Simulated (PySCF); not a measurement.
## PbN: frontier orbitals

PBE at R = 2.107 Å; basis Pb cc-pVDZ-PP with ECP60, N cc-pVDZ; scalar-relativistic core potentials; PySCF 2.14. State: ²Π (doublet), unpaired electrons π ↑. Only the outer orbitals are listed, counted within each symmetry, core potentials removing the inner ones.

| spin | orbital | occ. | ε (eV) | on Pb (%) | main shells (%) |
| --- | --- | --- | --- | --- | --- |
| α | 5σ | 1 | -17.23 | 24 | 75 N s, 12 Pb s, 9 Pb d |
| α | 6σ | 1 | -11.47 | 83 | 81 Pb s, 12 N s |
| α | 3π | 1 | -6.34 | 19 | 81 N p, 18 Pb p |
| α | 3π | 1 | -5.45 | 26 | 74 N p, 25 Pb p |
| α | 7σ | 1 | -5.36 | 33 | 64 N p, 27 Pb p |
| α | 4π | 0 | -3.10 | 83 | 82 Pb p, 17 N p |
| α | 4π | 0 | -2.58 | 77 | 76 Pb p, 23 N p |
| α | 8σ | 0 | -0.06 | 86 | 79 Pb p, 17 N p |
| β | 5σ | 1 | -15.99 | 29 | 69 N s, 20 Pb s |
| β | 6σ | 1 | -11.22 | 77 | 74 Pb s, 19 N s |
| β | 7σ | 1 | -4.93 | 35 | 62 N p, 30 Pb p |
| β | 3π | 1 | -4.83 | 49 | 51 N p, 48 Pb p |
| β | 3π | 0 | -4.54 | 61 | 61 Pb p, 38 N p |
| β | 4π | 0 | -2.35 | 54 | 52 Pb p, 46 N p |
| β | 4π | 0 | -2.01 | 42 | 58 N p, 40 Pb p |

Which are the highest filled and the lowest empty level, where do they sit, and how wide is the gap?

Highest filled β 3π at -4.83 eV (in %: 51 N p, 48 Pb p); lowest empty β 3π at -4.54 eV (in %: 61 Pb p, 38 N p); the gap at PBE is 0.29 eV. Both belong to one degenerate shell, split only by its one-sided filling, so this is no excitation gap.

* bond order (Mayer): 2.07
* ⟨S²⟩: 0.812
* charge on Pb (Mulliken, basis-dependent): 0.40
* charge on Pb (Löwdin, basis-dependent): 0.44
* dipole moment (positive dipole means Pb(−)N(+)): -3.19 D
* polarisability along the bond: 57.6 bohr³
* polarisability across the bond: 40.0 bohr³

These are scalar-relativistic numbers at best; spin–orbit coupling would shift them, the dissociation energy most. The state is the lowest determinant that a PBE0 search found; another state may lie lower at other levels.
